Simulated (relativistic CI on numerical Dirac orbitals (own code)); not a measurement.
# Electric-dipole transitions in Re XXXV

Method of calculation: Dirac-Coulomb-Breit CI, KLI orbitals optimised for each configuration, QED by a radiative potential, unscaled Slater integrals (own radial code, finite nucleus).

Configuration list (outside the closed core [Ar] 3d10): 4s2.4p6.4d5, 4s2.4p6.4d4.4f, 4s2.4p5.4d6, 4s.4p6.4d6, 4s2.4p5.4d5.4f, 4s.4p6.4d5.4f, 4s2.4p6.4d4.5s, 4s2.4p6.4d3.4f.5s, 4s2.4p6.4d4.5p, 4s2.4p6.4d4.5d, 4s2.4p5.4d5.5s, 4s2.4p6.4d4.5f, 4p6.4d6.4f, 4s2.4p6.4d3.5s.5p, 4s2.4p6.4d4.5g, 4s.4p6.4d4.4f.5s, 4s2.4p6.4d4.6s, 4p6.4d7, 4p5.4d8, 4p5.4d7.4f, 4s2.4p6.4d3.5s2, 4s2.4p6.4d2.4f.5s2, 4s2.4p5.4d3.4f.5s2, 4s.4p6.4d3.4f.5s2. Double excitations out of closed p, d and f shells are left out; levels of such configurations are missing from the list, as are those of other unlisted configurations, and high levels can miss mixing partners. These lack a partner that the ground configuration has and come out too high: 4s2.4p5.4d5.5s.

| λ vac (Å) | Lower | Upper | A (s⁻¹) | gf | Branching (%) |
| --- | --- | --- | --- | --- | --- |
| 48.123 | 4s2.4p6.4d5 6S_5/2 [2] | 4s2.4p6.4d4.4f 4P°_5/2 [383] | 2.93e+11 | 6.10e-01 | 8.6 |
| 48.286 | 4s2.4p6.4d5 4P_5/2 [1] | 4s2.4p6.4d4.4f 2G°_7/2 [306] | 4.03e+11 | 1.13e+00 | 62.3 |
| 48.387 | 4s2.4p6.4d5 6S_5/2 [2] | 4s2.4p6.4d4.4f 4G°_5/2 [375] | 2.86e+11 | 6.03e-01 | 43.5 |
| 48.460 | 4s2.4p6.4d5 6S_5/2 [2] | 4s2.4p6.4d4.4f 2G°_7/2 [374] | 1.61e+12 | 4.54e+00 | 64.5 |
| 48.485 | 4s2.4p6.4d5 4P_5/2 [1] | 4s2.4p6.4d4.4f 4D°_7/2 [301] | 1.17e+12 | 3.29e+00 | 82.5 |
| 48.508 | 4s2.4p6.4d5 4P_5/2 [1] | 4s2.4p6.4d4.4f 4H°_7/2 [299] | 2.17e+11 | 6.13e-01 | 82.0 |
| 48.536 | 4s2.4p6.4d5 6S_5/2 [2] | 4s2.4p6.4d4.4f 2D°_5/2 [370] | 1.35e+12 | 2.86e+00 | 67.5 |
| 48.578 | 4s2.4p6.4d5 6S_5/2 [2] | 4s2.4p6.4d4.4f 4G°_7/2 [369] | 3.40e+11 | 9.61e-01 | 47.4 |
| 48.691 | 4s2.4p6.4d5 4G_7/2 [3] | 4s2.4p6.4d4.4f 2G°_7/2 [397] | 1.99e+11 | 5.66e-01 | 12.1 |
| 48.721 | 4s2.4p6.4d5 4P_5/2 [1] | 4s2.4p6.4d4.4f 4F°_5/2 [289] | 1.31e+12 | 2.80e+00 | 96.1 |
| 48.742 | 4s2.4p6.4d5 4G_7/2 [3] | 4s2.4p6.4d4.4f 4G°_7/2 [395] | 1.76e+12 | 5.03e+00 | 57.1 |
| 48.749 | 4s2.4p6.4d5 6S_5/2 [2] | 4s2.4p6.4d4.4f 2D°_3/2 [365] | 2.34e+12 | 3.33e+00 | 89.6 |
| 48.774 | 4s2.4p6.4d5 4P_5/2 [1] | 4s2.4p6.4d4.4f 4D°_5/2 [288] | 2.31e+12 | 4.95e+00 | 97.3 |
| 48.780 | 4s2.4p6.4d5 4D_3/2 [5] | 4s2.4p6.4d4.4f 2F°_5/2 [398] | 1.12e+12 | 2.40e+00 | 62.7 |
| 48.803 | 4s2.4p6.4d5 4P_5/2 [1] | 4s2.4p6.4d4.4f 2G°_7/2 [285] | 6.46e+11 | 1.85e+00 | 88.5 |
| 48.875 | 4s2.4p6.4d5 4D_3/2 [5] | 4s2.4p6.4d4.4f 4D°_3/2 [396] | 4.69e+11 | 6.72e-01 | 37.1 |
| 48.882 | 4s2.4p6.4d5 2H_11/2 [4] | 4s2.4p6.4d4.4f 2I°_11/2 [394] | 1.14e+12 | 4.90e+00 | 89.0 |
| 48.905 | 4s2.4p6.4d5 6S_5/2 [2] | 4s2.4p6.4d4.4f 2D°_3/2 [361] | 4.96e+11 | 7.12e-01 | 75.6 |
| 48.916 | 4s2.4p6.4d5 2H_11/2 [4] | 4s2.4p6.4d4.4f 2I°_13/2 [392] | 3.72e+11 | 1.87e+00 | 85.9 |
| 48.929 | 4s2.4p6.4d5 4P_5/2 [1] | 4s2.4p6.4d4.4f 4F°_3/2 [281] | 3.57e+11 | 5.12e-01 | 81.3 |
| 48.933 | 4s2.4p6.4d5 4P_5/2 [1] | 4s2.4p6.4d4.4f 2F°_7/2 [280] | 4.63e+11 | 1.33e+00 | 73.8 |
| 48.991 | 4s2.4p6.4d5 4P_5/2 [1] | 4s2.4p6.4d4.4f 2D°_3/2 [279] | 2.70e+12 | 3.89e+00 | 98.3 |
| 49.076 | 4s2.4p6.4d5 4D_3/2 [5] | 4s2.4p6.4d4.4f 4D°_5/2 [390] | 1.18e+12 | 2.56e+00 | 65.4 |
| 49.086 | 4s2.4p6.4d5 2H_11/2 [4] | 4s2.4p6.4d4.4f 2I°_11/2 [389] | 1.71e+12 | 7.43e+00 | 91.7 |
| 49.087 | 4s2.4p6.4d5 4G_7/2 [3] | 4s2.4p6.4d4.4f 4F°_9/2 [384] | 3.92e+11 | 1.41e+00 | 60.9 |
| 49.099 | 4s2.4p6.4d5 4G_7/2 [3] | 4s2.4p6.4d4.4f 4P°_5/2 [383] | 2.52e+12 | 5.47e+00 | 74.0 |
| 49.169 | 4s2.4p6.4d5 6S_5/2 [2] | 4s2.4p6.4d4.4f 4D°_5/2 [356] | 2.48e+11 | 5.39e-01 | 53.6 |
| 49.187 | 4s2.4p6.4d5 4P_5/2 [1] | 4s2.4p6.4d4.4f 2G°_7/2 [272] | 2.75e+11 | 7.99e-01 | 59.7 |
| 49.192 | 4s2.4p6.4d5 4G_7/2 [3] | 4s2.4p6.4d4.4f 4F°_9/2 [382] | 1.20e+12 | 4.34e+00 | 51.1 |
| 49.243 | 4s2.4p6.4d5 4G_9/2 [6] | 4s2.4p6.4d4.4f 4G°_7/2 [395] | 1.02e+12 | 2.97e+00 | 33.1 |
| 49.245 | 4s2.4p6.4d5 4D_3/2 [5] | 4s2.4p6.4d4.4f 4P°_5/2 [383] | 3.64e+11 | 7.94e-01 | 10.7 |
| 49.303 | 4s2.4p6.4d5 4D_5/2 [7] | 4s2.4p6.4d4.4f 2F°_5/2 [400] | 3.56e+11 | 7.79e-01 | 42.5 |
| 49.332 | 4s2.4p6.4d5 2H_11/2 [4] | 4s2.4p6.4d4.4f 4F°_9/2 [382] | 7.29e+11 | 2.66e+00 | 31.2 |
| 49.451 | 4s2.4p6.4d5 4D_5/2 [7] | 4s2.4p6.4d4.4f 2G°_7/2 [397] | 3.09e+11 | 9.07e-01 | 18.7 |
| 49.511 | 4s2.4p6.4d5 6S_5/2 [2] | 4s2.4p6.4d4.4f 6P°_5/2 [345] | 1.08e+12 | 2.37e+00 | 72.4 |
| 49.608 | 4s2.4p6.4d5 4D_3/2 [5] | 4s2.4p6.4d4.4f 4P°_1/2 [373] | 1.55e+12 | 1.15e+00 | 73.8 |
| 49.702 | 4s2.4p6.4d5 4G_9/2 [6] | 4s2.4p6.4d4.4f 4F°_9/2 [382] | 2.88e+11 | 1.07e+00 | 12.3 |
| 49.865 | 4s2.4p6.4d5 2F_7/2 [9] | 4s2.4p6.4d4.4f 2G°_7/2 [397] | 8.01e+11 | 2.39e+00 | 48.5 |
| 49.934 | 4s2.4p6.4d5 2H_11/2 [4] | 4s2.4p6.4d4.4f 4G°_11/2 [364] | 3.90e+11 | 1.75e+00 | 33.4 |
| 49.965 | 4s2.4p6.4d5 4G_9/2 [6] | 4s2.4p6.4d4.4f 2G°_7/2 [374] | 5.38e+11 | 1.61e+00 | 21.5 |
| 50.091 | 4s2.4p6.4d5 4G_9/2 [6] | 4s2.4p6.4d4.4f 4G°_7/2 [369] | 2.44e+11 | 7.35e-01 | 34.1 |
| 50.314 | 4s2.4p6.4d5 4G_9/2 [6] | 4s2.4p6.4d4.4f 4G°_11/2 [364] | 2.15e+11 | 9.78e-01 | 18.4 |
| 53.287 | 4s2.4p6.4d5 2I_13/2 [15] | 4s2.4p6.4d4.4f 2I°_13/2 [380] | 3.75e+11 | 2.24e+00 | 63.7 |
| 53.731 | 4s2.4p6.4d5 2I_11/2 [13] | 4s2.4p6.4d4.4f 4F°_9/2 [358] | 2.69e+11 | 1.16e+00 | 39.7 |
| 55.750 | 4s2.4p6.4d5 2H_11/2 [4] | 4s2.4p6.4d4.4f 2G°_9/2 [211] | 1.37e+11 | 6.38e-01 | 66.5 |

Terms are leading LS components. Brackets give the number of a level in order of energy, since labels repeat. The list gives strong lines, with weight on those to low levels, without lines whose two gauges differ by over a factor of 2.5, among the lowest 400 of 10805 levels, so that lines to higher ones, which can be the strongest, are missing. Levels whose partners in the same complex of configurations lie outside the list can be far off, and so can their lines. Rates are taken at the computed energies, electric ones in the length gauge.

At this charge energies of transitions that change n are usually good to better than 1 %, and those within a shell (Δn = 0) to a few per cent. Terms inside the open d or f shell come out 10 to 20 % too wide with unscaled integrals.

LS names give the leading component of a level, which can be under half, so a name can repeat, a term be missing and a line seem to break the LS rules.
